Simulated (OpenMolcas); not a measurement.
Yb3+ in Cs2NaYF6: curves along the breathing mode

Yb3+ with its 6 nearest fluoride ions, on the Y site of Cs2NaYF6 (a = 9.075 Å, distance in the model lattice 2.178 Å). The rest of the host is ab initio model potentials to 7.6 Å, with orthogonalisation functions on the cations behind the ligands, and point charges beyond; the distance is set by hand and nothing relaxes. Ligand basis ANO-RCC-VDZP.

| Property | Result |
| --- | --- |
| Program | OpenMolcas 26.06 |
| Method | CASSCF |
| Basis | ANO-RCC-VDZP [7s6p4d2f1g] |
| Scalar Hamiltonian | DKH2, point nucleus |
| Active space | 13 electrons in 7 orbitals (4f) |
| State averaging | 2S+1 = 2 odd, 7 roots |
| Spin-orbit coupling | state interaction with AMFI integrals over the reference wave functions |

Spin-free energies (labels of O, the rotations of Oh) in cm-1 above the lowest fitted minimum, as all ligands move together:

```csv
R (Å),2T1,2T2,2A2
2.034,5290,6040,6380
2.082,1460,2110,2410
2.13,50,600,860
2.178,630,1110,1340
2.226,2880,3290,3500
2.274,6560,6920,7110
2.322,11490,11810,11970
```

Cubic fits give the following; the wavenumber is harmonic, with the mass of all moving ligands, small differences in it between states hang on the degree of the fit, a number in brackets counts states of one label, and the table is a selection of at most 14 states with clean curves.

```json
{"State": "2T1", "R0 (Å)": "2.140", "Breathing mode (cm-1)": "501", "Minimum (cm-1)": "0"}
{"State": "2T2", "R0 (Å)": "2.142", "Breathing mode (cm-1)": "502", "Minimum (cm-1)": "540"}
{"State": "2A2", "R0 (Å)": "2.143", "Breathing mode (cm-1)": "502", "Minimum (cm-1)": "790"}
```

For an f ion spin-orbit coupling outweighs the ligand field, so these spin-free curves are not those of observable levels.

Without dynamic correlation the ligand-field splitting of an f shell can come out too small, at times by half. No measured value stands beside these numbers.
